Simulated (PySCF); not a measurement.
Positional isomers: silole mercapto. Isolated molecules, 0 K electronic values unless said otherwise. One relaxed conformer stands for each flexible species; it need not be the lowest. Strings in code marks are SMILES.

Quantity: electronic energy of isomers of C4H6SSi relative to `S[SiH]1C=CC=C1` (H–S–Si–C torsion 54°), in kcal/mol.

Level 1: PBE-D3(BJ)/def2-TZVP // PBE0-D3(BJ)/def2-TZVP (PySCF)
Level 2: PBE0-D3(BJ)/def2-TZVP (PySCF)
Level 3: B3LYP/3-21G // PBE0-D3(BJ)/def2-TZVP (PySCF)
Level 4: HF/STO-3G // PBE0-D3(BJ)/def2-TZVP (PySCF)

```tsv
species	level 2	level 3	level 4
`SC1=CC=C[SiH2]1` (H–S–C–Si torsion 0°)	22.5	23.6	15.0
`SC1=C[SiH2]C=C1` (H–S–C–C torsion 180°)	22.1	23.3	14.6
```

Q: What does level 1 give for each?

A: 
- `SC1=CC=C[SiH2]1` (H–S–C–Si torsion 0°): 20.8
- `SC1=C[SiH2]C=C1` (H–S–C–C torsion 180°): 20.7
